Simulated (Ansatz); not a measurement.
Ansatz (a quantum-chemistry and plane-wave program) input (B3LYP-D3(BJ)/def2-TZVP):

Ansatz 0.2 input:
```yaml
crystal:
  periodic: [false, false, false]
  atoms:
    - {symbol: C, position_ang: [-0.17755277, -1.13999342, 0.40759882]}
    - {symbol: C, position_ang: [1.09560041, -0.98392178, -0.43308969]}
    - {symbol: C, position_ang: [1.82836702, 0.36731612, -0.23076518]}
    - {symbol: C, position_ang: [0.85840864, 1.47242948, -0.35282523]}
    - {symbol: S, position_ang: [-0.08428496, 1.85207482, 1.02953470]}
    - {symbol: C, position_ang: [-1.65781889, 0.96725029, 0.61771822]}
    - {symbol: C, position_ang: [-1.38500178, -0.34168200, -0.11841326]}
    - {symbol: H, position_ang: [0.03052968, -0.85322685, 1.44002916]}
    - {symbol: H, position_ang: [-0.43901267, -2.20044153, 0.40944483]}
    - {symbol: H, position_ang: [0.84020983, -1.09319023, -1.48960741]}
    - {symbol: H, position_ang: [1.79182148, -1.78445579, -0.17361285]}
    - {symbol: H, position_ang: [2.62532082, 0.44634026, -0.97379226]}
    - {symbol: H, position_ang: [2.26886195, 0.38145496, 0.76779484]}
    - {symbol: H, position_ang: [0.43826584, 1.72205443, -1.31395704]}
    - {symbol: H, position_ang: [-2.11920272, 0.79301008, 1.58853933]}
    - {symbol: H, position_ang: [-2.29333927, 1.62883928, 0.03010783]}
    - {symbol: H, position_ang: [-1.23970618, -0.13521979, -1.18062966]}
    - {symbol: H, position_ang: [-2.28903118, -0.95033052, -0.03233465]}
basis:
  gaussian:
    orbitals: def2-TZVP
hamiltonian:
  xc: b3lyp
  dispersion: d3bj
magnetization: {spin_polarized: true, initial_magnetization: 1}
relax: {f_tol: 0.002, max_steps: 150}
```

End of the output:

```
relax step  21: F+E_penalty+E_count = -17239.93138620 eV  Δ(F+E_penalty+E_count) = -1.224e-6 eV  max|allowed force component| = 1.075e-3 eV/Å  Δτ_max = 0.0032 Å  (37 SCF iters, accepted)
integrals: 0.31 GiB planned
1835 factors; their error is unknown
0.41 GiB of the device are held for the grids
2.07 GiB of device memory are held for the factors and their scratch space
mean field: 2.51 GiB planned
mean field evaluation 192: about -17219.4926 eV, gradient 6.4e1 eV
mean field -17239.06125191 eV, -633.5238159524 hartree, gradient 1.6e-5 eV, S^2 0.755654; 1 other end points of the search recorded, 0 dependent functions left out
the calculation of the forces begins
reference -17239.06156922 eV, -633.5238276133 hartree; 32, 31 occupied and 257, 258 virtual orbitals, 1835 factors
Total energy: -17239.93170351 eV, -633.5558044587 hartree
Atom 0 at    -0.279031    -1.344897     0.241354 Å, force     0.000073    -0.001075     0.000134 eV/Å
Atom 1 at     1.025620    -0.937497    -0.441812 Å, force    -0.000602     0.000270     0.000463 eV/Å
Atom 2 at     1.593961     0.431426    -0.009080 Å, force     0.000507     0.000010    -0.000301 eV/Å
Atom 3 at     0.970907     1.616900    -0.661708 Å, force    -0.000439    -0.000123     0.000081 eV/Å
Atom 4 at    -0.610059     2.221052    -0.386202 Å, force     0.000439    -0.000045    -0.000101 eV/Å
Atom 5 at    -1.423205     0.938435     0.614337 Å, force    -0.000230     0.000295    -0.000505 eV/Å
Atom 6 at    -1.497888    -0.455634    -0.011424 Å, force     0.000202     0.000340     0.000250 eV/Å
Atom 7 at    -0.108002    -1.401010     1.322825 Å, force     0.000048     0.000039    -0.000164 eV/Å
Atom 8 at    -0.529224    -2.361090    -0.076469 Å, force     0.000016    -0.000145     0.000030 eV/Å
Atom 9 at     0.893528    -0.936839    -1.527510 Å, force     0.000119     0.000073    -0.000048 eV/Å
Atom 10 at     1.773295    -1.703959    -0.216742 Å, force    -0.000131     0.000082     0.000107 eV/Å
Atom 11 at     2.659966     0.452207    -0.246325 Å, force    -0.000001     0.000281    -0.000093 eV/Å
Atom 12 at     1.528276     0.501431     1.085326 Å, force     0.000058    -0.000262     0.000051 eV/Å
Atom 13 at     1.527792     2.202053    -1.379967 Å, force     0.000009     0.000176     0.000037 eV/Å
Atom 14 at    -0.951822     0.898437     1.598316 Å, force    -0.000088    -0.000082    -0.000129 eV/Å
Atom 15 at    -2.424662     1.346781     0.756759 Å, force    -0.000085     0.000059     0.000152 eV/Å
Atom 16 at    -1.685039    -0.361331    -1.084294 Å, force    -0.000117     0.000269     0.000121 eV/Å
Atom 17 at    -2.371977    -0.958158     0.414356 Å, force     0.000221    -0.000162    -0.000086 eV/Å
Dipole moment:    -0.031594    -0.327281     0.143422 e Å
```

It need not be the lowest isomer of its formula.
